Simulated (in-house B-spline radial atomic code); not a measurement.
Configurations of the thulium ion Tm⁺, with energies counted from [Xe] 4f13 6s1. All numbers are computed (scalar-relativistic (X2C) wB97X, spin-polarised, spherical fractional occupations, exact exchange averaged over the configuration; Fermi nucleus of rms radius 5.2256 fm) with an all-electron radial atomic-structure program (B-spline basis), not measured. Shells without spins written out take the highest spin.

Occupations are held fixed; configurations that lie above the ionisation limit could autoionise.

```csv
configuration,E - E(ref) (eV),highest orbital,its <r> (bohr)
[Xe] 4f13 6p1,3.6406,6p up,4.772
[Xe] 4f12 6s1 6p1,6.3657,6p up,4.144
[Kr] 4d10 4f13 5s2 5p5 5f1 6s1,35.591,5f up,8.658
[Kr] 4d9 4f13 5s2 5p6 6s1 6p1,177.4,6p up,4.14
```

(1) Order these further configurations by energy, lowest first.
A. [Kr] 4d9 4f13 5s2 5p6 6s2
B. [Kr] 4d9 4f13 5s2 5p6 5f1 6s1
C. [Kr] 4d9 4f14 5s2 5p6 6s1
D. [Xe] 4f12 6s1 7s1
E. [Kr] 4d9 4f13 5s2 5p6 6s1 7d1

## Answers

(1) D (10.272 eV), C (170.31 eV), A (173.43 eV), B (183.72 eV), E (184.33 eV).
